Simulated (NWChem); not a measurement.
System: C₃H₇NSi; SMILES N[C@H]1C=C[SiH2]1

Input file for NWChem:

```
start job
memory heap 200 mb stack 900 mb global 1100 mb
geometry units angstroms noautosym nocenter noautoz
  N      0.489922    -1.959740     0.241883
  C      0.026850    -0.779172    -0.468622
  C     -1.302897    -0.123585    -0.069056
  C     -1.074029     1.188240     0.215582
  Si     0.772184     0.961481    -0.033786
  H     -0.122545    -2.764279     0.047451
  H      0.444212    -1.806255     1.257696
  H      0.057083    -0.984331    -1.562495
  H     -2.271833    -0.665375    -0.019865
  H     -1.818417     1.947854     0.496789
  H      1.507371     1.769387    -1.076782
  H      1.603337     0.967584     1.224985
end
basis spherical
  * library def2-svp
end
dft
  xc b3lyp
  iterations 150
  mulliken
end
task dft energy
esp
  recalculate
  probe 0.07
  range 0.3
  factor 1.0
  spacing 0.02
end
task esp
```

NWChem printed, in part:

```
             Northwest Computational Chemistry Package (NWChem) 7.3.0
             --------------------------------------------------------

                             Geometry "geometry" -> ""
                             -------------------------

 Output coordinates in angstroms (scale by  1.889725989 to convert to a.u.)

  No.       Tag          Charge          X              Y              Z
 ---- ---------------- ---------- -------------- -------------- --------------
    1 N                    7.0000     0.48992200    -1.95974000     0.24188300
    2 C                    6.0000     0.02685000    -0.77917200    -0.46862200
    3 C                    6.0000    -1.30289700    -0.12358500    -0.06905600
    4 C                    6.0000    -1.07402900     1.18824000     0.21558200
    5 Si                  14.0000     0.77218400     0.96148100    -0.03378600
    6 H                    1.0000    -0.12254500    -2.76427900     0.04745100
    7 H                    1.0000     0.44421200    -1.80625500     1.25769600
    8 H                    1.0000     0.05708300    -0.98433100    -1.56249500
    9 H                    1.0000    -2.27183300    -0.66537500    -0.01986500
   10 H                    1.0000    -1.81841700     1.94785400     0.49678900
   11 H                    1.0000     1.50737100     1.76938700    -1.07678200
   12 H                    1.0000     1.60333700     0.96758400     1.22498500

 Effective nuclear repulsion energy (a.u.)     215.4811600969

                                 NWChem DFT Module
                                 -----------------

 Summary of "ao basis" -> "ao basis" (spherical)
 ------------------------------------------------------------------------------
       Tag                 Description            Shells   Functions and Types
 ---------------- ------------------------------  ------  ---------------------
 N                          def2-svp                 6       14   3s2p1d
 C                          def2-svp                 6       14   3s2p1d
 Si                         def2-svp                 8       18   4s3p1d
 H                          def2-svp                 3        5   2s1p

            General Information
            -------------------
          SCF calculation type: DFT
          Wavefunction type:  closed shell.
          No. of atoms     :    12
          No. of electrons :    46
           Alpha electrons :    23
            Beta electrons :    23
          Charge           :     0
          Spin multiplicity:     1
          Use of symmetry is: off; symmetry adaption is: off
          Maximum number of iterations: 150
          AO basis - number of functions:   109
                     number of shells:    53
          Convergence on energy requested:  1.00D-06
          Convergence on density requested:  1.00D-05
          Convergence on gradient requested:  5.00D-04

              XC Information
              --------------
                         B3LYP Method XC Potential
                     Hartree-Fock (Exact) Exchange  0.200
                        Slater Exchange Functional  0.800 local
                    Becke 1988 Exchange Functional  0.720 non-local
              Lee-Yang-Parr Correlation Functional  0.810
                  VWN I RPA Correlation Functional  0.190 local

             Grid Information
             ----------------
          Grid used for XC integration:  medium
          Radial quadrature: Mura-Knowles
          Angular quadrature: Lebedev.
          Tag              B.-S. Rad. Rad. Pts. Rad. Cut. Ang. Pts.
          ---              ---------- --------- --------- ---------
          N                   0.65       49          11.0       434
          C                   0.70       49          11.0       434
          Si                  1.10       88          10.0       590
          H                   0.35       45          12.0       434
          Grid pruning is: on
          Number of quadrature shells:   599
          Spatial weights used:  Erf1

      Superposition of Atomic Density Guess
      -------------------------------------

 Sum of atomic energies:        -459.35211057

      Non-variational initial energy
      ------------------------------

 Total energy =    -462.301109
 1-e energy   =   -1056.837692
 2-e energy   =     379.055423
 HOMO         =      -0.277759
 LUMO         =      -0.009475

     ---------------------------------------------
      Total Density - Mulliken Population Analysis
     ---------------------------------------------

    Atom       Charge   Shell Charges
 -----------   ------   -------------------------------------------------------
    1 N    7     7.51   1.99  1.05  0.44  2.47  1.55  0.01
    2 C    6     6.23   1.99  0.95  0.32  1.90  1.02  0.05
    3 C    6     6.04   1.99  0.99  0.31  1.87  0.84  0.04
    4 C    6     6.38   1.99  1.00  0.39  1.99  0.99  0.03
    5 Si  14    13.40   2.00  1.99  1.01  0.26  5.94  1.09  0.93  0.18
    6 H    1     0.78   0.61  0.13  0.04
    7 H    1     0.78   0.61  0.13  0.04
    8 H    1     0.89   0.67  0.19  0.02
    9 H    1     0.92   0.67  0.23  0.02
   10 H    1     0.90   0.66  0.22  0.02
   11 H    1     1.08   0.69  0.38  0.01
   12 H    1     1.08   0.69  0.37  0.01

   convergence    iter        energy       DeltaE   RMS-Dens  Diis-err
 ---------------- ----- ----------------- --------- --------- ---------
 d= 0,ls=0.0,diis     1   -462.4648230460 -6.78D+02  7.63D-03  4.09D-01
 d= 0,ls=0.0,diis     2   -462.4999837017 -3.52D-02  3.49D-03  1.45D-01
 d= 0,ls=0.0,diis     3   -462.5073968507 -7.41D-03  1.74D-03  7.89D-02
 d= 0,ls=0.0,diis     4   -462.5161001099 -8.70D-03  5.31D-04  4.09D-03
 d= 0,ls=0.0,diis     5   -462.5166172209 -5.17D-04  1.50D-04  4.59D-04
  Resetting Diis
 d= 0,ls=0.0,diis     6   -462.5166730545 -5.58D-05  3.70D-05  1.34D-05
 d= 0,ls=0.0,diis     7   -462.5166746582 -1.60D-06  2.32D-05  1.81D-06
 d= 0,ls=0.0,diis     8   -462.5166744619  1.96D-07  1.35D-05  3.21D-06
 d= 0,ls=0.0,diis     9   -462.5166749172 -4.55D-07  1.29D-06  2.35D-08

         Total DFT energy =     -462.516674917235
      One electron energy =    -1061.429544081539
           Coulomb energy =      430.102169114324
    Exchange-Corr. energy =      -46.670460046941
 Nuclear repulsion energy =      215.481160096921

 Numeric. integr. density =       46.000002898894

                       DFT Final Molecular Orbital Analysis
                       ------------------------------------

 Vector   21  Occ=2.000000D+00  E=-2.979700D-01
              MO Center=  2.2D-01, -4.1D-01, -1.3D-01, r^2= 3.0D+00
   Bfn.  Coefficient  Atom+Function         Bfn.  Coefficient  Atom+Function
  ----- ------------  ---------------      ----- ------------  ---------------
    19      0.318827   2 C  py               65     -0.218876   5 Si py
    18      0.206830   2 C  px                5      0.169000   1 N  py
    17      0.165511   2 C  s                22      0.161311   2 C  py
    85     -0.151253   8 H  s                68     -0.144262   5 Si py
     4     -0.137849   1 N  px               21      0.136502   2 C  px

 Vector   22  Occ=2.000000D+00  E=-2.752540D-01
              MO Center= -7.4D-01,  3.5D-01,  4.3D-03, r^2= 2.9D+00
   Bfn.  Coefficient  Atom+Function         Bfn.  Coefficient  Atom+Function
  ----- ------------  ---------------      ----- ------------  ---------------
    34      0.364209   3 C  pz               48      0.339082   4 C  pz
    37      0.250937   3 C  pz               51      0.239907   4 C  pz
    85      0.161937   8 H  s               105     -0.124567  12 H  s
     3     -0.110071   1 N  s                20     -0.109280   2 C  pz
    47     -0.107047   4 C  py              106     -0.107005  12 H  s

[...]

                     NWChem Electrostatic Potential Fit Module
                     -----------------------------------------

 Atom parameters

 Number of atoms is                                   12
 Number of basis functions is                        109

 Grid parameters

 Maximum number of grid points is                  46773
 Number of grid points is                          46772
 Grid range                                     0.300000 nm
 Grid spacing                                   0.020000 nm
 Probe radius                                   0.070000 nm
 Atom radius factor                             1.000000

 Atomic radii

    1    0.100000
    6    0.147000
    7    0.140000
   14    0.187000
 FASTESP  F
  using M.O. file = ./job.movecs

    Atom              Coordinates                           Charge

                                                  ESP

    1 N     0.048992   -0.195974    0.024188   -0.895725
    2 C     0.002685   -0.077917   -0.046862    0.465230
    3 C    -0.130290   -0.012359   -0.006906   -0.174762
    4 C    -0.107403    0.118824    0.021558   -0.267450
    5 Si    0.077218    0.096148   -0.003379    0.297517
    6 H    -0.012255   -0.276428    0.004745    0.320100
    7 H     0.044421   -0.180626    0.125770    0.307186
    8 H     0.005708   -0.098433   -0.156250   -0.061305
    9 H    -0.227183   -0.066538   -0.001987    0.078932
   10 H    -0.181842    0.194785    0.049679    0.120267
   11 H     0.150737    0.176939   -0.107678   -0.104075
   12 H     0.160334    0.096758    0.122499   -0.085914
                                            ------------
                                                0.000000

 Dipole moment                                  0.568973

 Quadrupole moment Qxx                         -2.194802
                   Qyy                          0.781235
                   Qzz                          1.413567

 RMS deviation kJ/mol                           0.063869

 RRMS %                                        43.348894
```

Level: B3LYP/def2-SVP. Geometry: optimised at PBE-D3(BJ)/def2-SVP. No frequency run checked for a minimum. B3LYP is NWChem's, with the RPA form of VWN correlation.
